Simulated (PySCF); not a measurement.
## Two-component Hartree-Fock for B⁺ (boron, charge +1)

Start: [He] 2p2; 2p3/2 filled at m_j = +1/2, +3/2. Calculated with PySCF 2.14 in x2c-SVPall-2c with one added diffuse shell of s type (4s2p1d, 15 functions): generalised Hartree-Fock with the X2C-1e Hamiltonian and a Gaussian nucleus; one run each with spin-orbit coupling (SO) switched off, then screened by Boettger's factors. This is a chosen level, not necessarily the ground level.

```csv
spinor shell,electrons,"ε, spin-free (eV)","ε, screened SO (eV)",weight of nominal j (screened SO),"rms radius, screened SO (bohr)"
1s1/2,2,-222.52,-222.52,1.000,0.380
2p3/2,2,-18.961,-18.960,0.833,2.04
```

```json
{"quantity": "E (hartree)", "spin-free": "-23.82706", "screened SO": "-23.82702"}
{"quantity": "M_J", "spin-free": "2", "screened SO": "2"}
{"quantity": "⟨J²⟩", "spin-free": "6.000", "screened SO": "6.000"}
{"quantity": "⟨L²⟩", "spin-free": "2.000", "screened SO": "2.000"}
{"quantity": "⟨S²⟩", "spin-free": "2.000", "screened SO": "2.000"}
```

Each row is a mean over spinors that exchange with the open shell spreads, by up to 0.982 eV (1s1/2).

Rows whose weight is well below 1 are mixtures of j = l ± 1/2: exchange outweighs spin-orbit coupling there, and the label is only the starting occupation.

Without spin-orbit coupling the j labels of p, d and f shells carry no meaning; the spin-free column gives the mean over the occupied spinors of each nl shell.
